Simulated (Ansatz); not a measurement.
`[CH3][SnH]([F])[Br]` + `[OH][Zr]([F])([F])[SH]` → `[CH3][SnH]([F])[SH]` + `[OH][Zr]([F])([F])[Br]`  (redistribution)

Gas-phase electronic energies from Ansatz, PBE0-D4/def2-TZVP geometries. CCSD(T)/CBS is the MP2 limit (def2-TZVPP, def2-QZVPP) plus CCSD(T) − MP2 in def2-TZVPP, frozen cores. Functionals use def2-TZVPP. HSE06 is defined as in plane-wave codes. def2 core potentials past Kr. For Br, Sn, Zr outer-core shells are correlated without core-valence functions, which leaves a few kJ/mol of doubt a bond. Scalar relativity is left out up to krypton. One conformer a species, not always the lowest.

| level | ΔE (eV) |
| --- | --- |
| PBE | -0.27 |
| HSE06 | -0.28 |

Question: What does CCSD(T)/CBS give? (An estimate is asked.)

Answer: The calculation gave: -0.30 eV. The listed levels differ from it by 0.03, 0.02 eV.

Question: What do rigid-rotor, harmonic-oscillator terms from PBE0-D4/def2-TZVP frequencies (298.15 K, 1 bar) make of the CCSD(T)/CBS value? (An estimate is asked.)

Answer: Ansatz gave: ΔZPE = +0.02 eV, ΔH = -0.29 eV, ΔS = -7 J/(mol·K), ΔG = -0.26 eV.

Largest T1 diagnostic among the species: 0.017.

Leaving LDA and LC-ωPBE aside and taking each functional with its dispersion term where it has one, the values, not all of them listed here, spread over 0.04 eV, from PBE-QIDH to BLYP-D4.
